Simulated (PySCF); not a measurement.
C2H7O, SMILES CC[OH2+], charge +1.

Geometry: B3LYP-D3(BJ)/def2-TZVP. The isomer is the one that the SMILES or the coordinates give; other isomers of the formula were not compared.

All values below come from PySCF with B3LYP/def2-TZVPD.

Isolated molecule, no solvent.

```json
{
 "total_energy": "-155.41774 hartree",
 "point_group": "Cs",
 "highest_occupied_level": "-15.65 eV",
 "lowest_empty_level": "-6.37 eV",
 "orbital_gap": "9.28 eV",
 "dipole_moment_about_the_centre_of_nuclear_charge": "2.32 D",
 "mean_static_polarisability": "29.6 bohr³ (4.38 Å³)",
 "polarisability_principal_values": "27.3, 28.4, 33.0 bohr³"
}
```
